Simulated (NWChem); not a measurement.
System: BBrCl2; SMILES ClB(Cl)Br

All runs: NWChem. Pople sets run with spherical d functions. Geometry: optimised at PBE-D3(BJ)/def2-SVP. Level MN15/6-31G*: energy and gradient on several grids; changes count from the extra-fine grid, which is no exact limit either.

Q: Which is the coarsest grid (medium; coarse; xcoarse; xfine; fine) from which on the energy stays within 100 μHa and each gradient component within 200 μHa/bohr of xfine?

A: coarse.
```json
[
 {"grid": "xcoarse", "size of the energy change (μHa)": "4000", "largest change of a gradient component (μHa/bohr)": "2000"},
 {"grid": "coarse", "size of the energy change (μHa)": "30", "largest change of a gradient component (μHa/bohr)": "100"},
 {"grid": "medium", "size of the energy change (μHa)": "< 10", "largest change of a gradient component (μHa/bohr)": "100"},
 {"grid": "fine", "size of the energy change (μHa)": "< 10", "largest change of a gradient component (μHa/bohr)": "< 30"},
 {"grid": "xfine", "size of the energy change (μHa)": "< 10", "largest change of a gradient component (μHa/bohr)": "< 30"}
]
```
